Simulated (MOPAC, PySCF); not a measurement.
Energy landscape of CaF2, singlet: symmetric bend, bond length relaxed. Scanned: F-Ca-F angle. Other coordinates (Ca-F bond length) were minimised at B3LYP/def2-TZVP.

Methods: PM6, restricted, heats of formation (MOPAC); RKS-M06-2X/6-31G* = restricted M06-2X/6-31G*, spherical d (PySCF 2.14.0); AM1, restricted, heats of formation (MOPAC); CCSD(T) on RHF/def2-TZVP, 7 core orbitals frozen (PySCF).

Energies relative to the lowest point of each profile, in kJ/mol; the last columns give the difference from CCSD(T):

| a / ° | PM6 | RKS-M06-2X/6-31G* | AM1 | CCSD(T) | PM6 − CCSD(T) | RKS-M06-2X/6-31G* − CCSD(T) | AM1 − CCSD(T) |
|---|---|---|---|---|---|---|---|
| 180 | 0.0 | 0.0 | 0.0 | 0.1 | -0.1 | -0.1 | -0.1 |
| 170 | 1.0 | 0.5 | 0.5 | 0.0 | 1.0 | 0.5 | 0.5 |
| 160 | 4.0 | 2.2 | 2.0 | 0.0 | 4.0 | 2.2 | 2.0 |
| 150 | 9.4 | 5.6 | 5.1 | 0.5 | 8.9 | 5.1 | 4.5 |
| 140 | 17.4 | 11.8 | 10.3 | 2.3 | 15.1 | 9.5 | 8.0 |
| 130 | 28.3 | 21.4 | 18.1 | 6.1 | 22.2 | 15.3 | 11.9 |
| 120 | 42.6 | 34.6 | 29.2 | 13.0 | 29.6 | 21.7 | 16.3 |
| 110 | 60.6 | 50.1 | 44.3 | 23.8 | 36.8 | 26.3 | 20.5 |
| 100 | 83.1 | 70.8 | 63.7 | 40.5 | 42.6 | 30.3 | 23.2 |
| 90 | 111.0 | 99.6 | 88.1 | 65.0 | 46.0 | 34.6 | 23.2 |
| 80 | 145.3 | 138.4 | 119.0 | 101.1 | 44.2 | 37.4 | 18.0 |

PM6 is furthest from CCSD(T) at 90 (46.0 kJ/mol, above); its mean absolute difference over the points is 22.8 kJ/mol.

RKS-M06-2X/6-31G* is furthest from CCSD(T) at 80 (37.4 kJ/mol, above); its mean absolute difference over the points is 16.6 kJ/mol.

AM1 is furthest from CCSD(T) at 100 (23.2 kJ/mol, above); its mean absolute difference over the points is 11.7 kJ/mol.
